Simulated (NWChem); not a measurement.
# SiNH₃O, singlet; SMILES N[Si]O

```xyz
6

Si    -0.6591     0.0603     0.0000
O      0.4103     1.3490     0.0000
H      1.3631     1.2022     0.0000
N      0.4148    -1.2944     0.0000
H      1.4323    -1.2941     0.0000
H      0.0480    -2.2412     0.0000
```
Atoms are numbered in this order, from 1.

Computed with NWChem. Low-valent species are run as closed-shell singlets; no triplet was tried in these runs. All runs use the structure optimised with PBE0/def2-SVP. Level: PBE0/def2-SVP with SMD (1 M gas to 1 M solution), gas-phase geometry. Reactions with the solvent are ignored.

Predict the results for solvent water. Quantities: solvation free energy (kcal/mol); cavity-dispersion-structure term (kcal/mol); dipole in solution (D).


- solvation free energy (kcal/mol): -7.5
- cavity-dispersion-structure term (kcal/mol): 2.0
- dipole in solution (D): 4.49
